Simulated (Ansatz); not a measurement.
`[F][In]([SH])[O][SiH3]`. Charge 0, multiplicity 1. In: def2 effective core potential. All single points use the PBE0-D4/def2-TZVP geometry. It is one conformer, not always the lowest.

```xyz
9

F     0.030   -0.869    2.200
In   -1.055   -0.445    0.644
S    -3.358   -0.864    0.655
O    -0.014    0.326   -0.820
Si    1.557    0.708   -1.076
H    -3.302   -1.352    1.907
H     2.425   -0.500   -1.004
H     2.045    1.693   -0.072
H     1.671    1.304   -2.433
```

What is the dipole moment at r2SCAN/def2-TZVPP? (Best estimate.)

Computed: 1.96 D, with components (-1.93, -0.31, -0.10) D in this frame, pointing from negative to positive charge.

And with PBE, B3LYP, ωB97M-V? (Best estimate.)

The calculation gave: PBE 1.96 D, B3LYP 2.02 D, ωB97M-V 1.98 D.

Give the Mulliken charges with r2SCAN, ωB97M-V, B3LYP in def2-TZVPP. (Estimate.)

Ansatz gave: 
| atom | r2SCAN | ωB97M-V | B3LYP |
| --- | --- | --- | --- |
| F1 | -0.47 | -0.48 | -0.48 |
| In2 | 1.02 | 1.00 | 1.01 |
| S3 | -0.31 | -0.29 | -0.30 |
| O4 | -0.57 | -0.57 | -0.55 |
| Si5 | 0.45 | 0.33 | 0.43 |
| H6 | 0.13 | 0.14 | 0.13 |
| H7 | -0.09 | -0.05 | -0.08 |
| H8 | -0.09 | -0.05 | -0.08 |
| H9 | -0.09 | -0.04 | -0.08 |

B3LYP here is the variant with VWN-RPA as its local correlation; programs differ in this.
